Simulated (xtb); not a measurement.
Harmonic IR lines of one isomer of CH6B2O, unscaled. Level of theory: GFN2-xTB (xtb).

wavenumber (cm⁻¹): 86 (s), 705 (w), 782 (w), 822 (s), 874 (m), 913 (vs), 991 (w), 1091 (m), 1154 (w), 1176 (m), 1201 (m), 1300 (m), 2634 (m), 2660 (m), 2692 (m), 2706 (s), 2879 (w), 3580 (vw)

Q: Which structure gives these lines?
A. `BC(B)O`
B. `BOBC`
C. `BCBO`
D. `BBCO`

A: A, `BC(B)O`
